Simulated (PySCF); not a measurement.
## Nuclear quadrupole coupling in `ClB(Cl)[C@]12C[C@H]1C2`

Species: C4H5BCl2.
Structure used (PBE0-D3(BJ)/def2-SVP), in Å, numbered top down from 1:
```xyz
12
C4H5BCl2 angstrom
Cl     1.4643   -2.0671    1.5945
B      1.4629   -0.5756    0.6619
Cl     2.8341    0.5154    0.8201
C      0.2872   -0.2167   -0.2279
C     -0.0810    1.1125   -0.8353
C     -0.9261    0.5629    0.2475
C     -1.0963   -0.8133   -0.2671
H     -0.4798    1.1046   -1.8594
H      0.5663    1.9635   -0.6009
H     -1.0953    0.9487    1.2525
H     -1.5590   -0.9442   -1.2553
H     -1.3166   -1.6081    0.4525
```

Field gradients from the PBE0/pcSseg-1 density (PySCF, non-relativistic), principal values in atomic units, ordered |Vxx| ≤ |Vyy| ≤ |Vzz|:

| atom | Vxx | Vyy | Vzz |
| --- | --- | --- | --- |
| Cl1 | -0.5316 | -1.6950 | 2.2266 |
| B2 | -0.0303 | -0.2849 | 0.3152 |
| Cl3 | -0.5296 | -1.6966 | 2.2261 |

Task: Find the asymmetry η = (Vxx − Vyy)/Vzz and the couplings χ = eQV/h (234.96 MHz × Q in barn × V in au), with Q(35Cl) = −0.0817 b, Q(11B) = 0.04059 b.

Result: 
| atom | environment | nucleus | η | χzz (MHz) | χxx (MHz) | χyy (MHz) |
| --- | --- | --- | --- | --- | --- | --- |
| Cl1 | chlorine bonded to B | 35Cl | 0.52 | -42.74 | 10.21 | 32.54 |
| B2 | three-coordinate boron | 11B | 0.81 | 3.006 | -0.289 | -2.717 |
| Cl3 | chlorine bonded to B | 35Cl | 0.52 | -42.73 | 10.17 | 32.57 |

The tensor is traceless: Vxx + Vyy + Vzz = 0.

Task: What is Vzz at Cl3 in SI units (1 au = 9.71736 × 10²¹ V/m²)?

Result: 2.2261 au = 21.632 × 10²¹ V/m².

Task: What couplings would deuterons (Q(2H) = 0.00286 b) have in place of the hydrogens, at this geometry?

Result: 
| atom | bonded to | bond length (Å) | Vzz (au) | η | χzz (kHz) |
| --- | --- | --- | --- | --- | --- |
| H8 | C5 | 1.099 | 0.2918 | 0.07 | 196 |
| H9 | C5 | 1.095 | 0.2980 | 0.07 | 200 |
| H10 | C6 | 1.090 | 0.3111 | 0.04 | 209 |
| H11 | C7 | 1.099 | 0.2919 | 0.07 | 196 |
| H12 | C7 | 1.094 | 0.2981 | 0.07 | 200 |

The structure is a single PBE0-D3(BJ)/def2-SVP conformer in the gas phase; no vibrational or solvent corrections. The small basis limits the accuracy of the gradients.
